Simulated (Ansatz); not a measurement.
## Which is lower?

The two ends of one reaction step of BSiH₅OF₂, closed shell (PBE0-D4/def2-TZVP).

A:

B1  (0.351, -1.491, 0.214)
H2  (1.437, -1.900, -0.094)
F3  (-0.722, -2.205, -0.215)
F4  (0.218, -0.965, 1.469)
H5  (-0.234, -0.216, -1.555)
O6  (0.185, -0.034, -0.708)
Si7  (-0.235, 1.411, 0.095)
H8  (0.912, 1.764, 0.948)
H9  (-1.493, 1.246, 0.849)
H10  (-0.419, 2.390, -1.004)
(Å)

B:

B1  (-0.609, -1.200, 0.290)
H2  (2.176, -1.347, -0.590)
F3  (-1.019, -2.322, -0.270)
F4  (0.034, -1.290, 1.449)
H5  (1.870, -1.366, -1.271)
O6  (-0.852, -0.020, -0.295)
Si7  (-0.475, 1.549, 0.098)
H8  (0.997, 1.698, 0.196)
H9  (-1.112, 1.906, 1.388)
H10  (-1.009, 2.391, -0.995)
(Å)

Program: Ansatz 0.2.0. Basis: def2-TZVPP. Cores are frozen in the correlated methods. B3LYP uses VWN-RPA correlation.

Task: Which structure is lower at CCSD(T), and by how much? (An estimate is asked for; the value comes from the calculation.)

Result: Computed: B, by 86.1 kJ/mol (electronic energy, against the other). By their contacts, A is BSiH₅OF₂ ([F][BH]([F])[OH][SiH3]) and B is a complex of BSiH₃OF₂ ([F][B]([F])[O][SiH3]) + H₂.

All methods give the same order:

```csv
method,E(B) − E(A) (kJ/mol)
SPW92,-60.2
PBE-D4,-83.2
BLYP-D4,-95.7
r2SCAN-D4,-88.5
B97M-V,-95.6
PBE0-D4,-82.9
B3LYP-D4,-93.3
r2SCAN0-D4,-86.9
BHLYP-D4,-92.1
CAM-B3LYP-D4,-87.7
wB97X-V,-83.9
wB97M-V,-84.8
B2PLYP,-91.7
PBE-QIDH,-83.4
RPA on PBE,-85.8
HF,-110.9
MP2,-87.7
CCSD,-87.8
CCSD(T),-86.1
```

No T1 diagnostic of these runs exceeds 0.012.

Labels in which every atom is bracketed show which atoms are joined, not bond orders.

For scale, one of the runs: CCSD(T)/def2-TZVPP, 236 basis functions, launched by `ansatz run in.yaml --threads 4 --pin off --events-out ev --progress --plain --max-ram 9574MiB`. The run took 2.4 min on 4 CPU threads of an Arm Neoverse V1 (shared host), with 4.6 GiB of host memory at its peak.
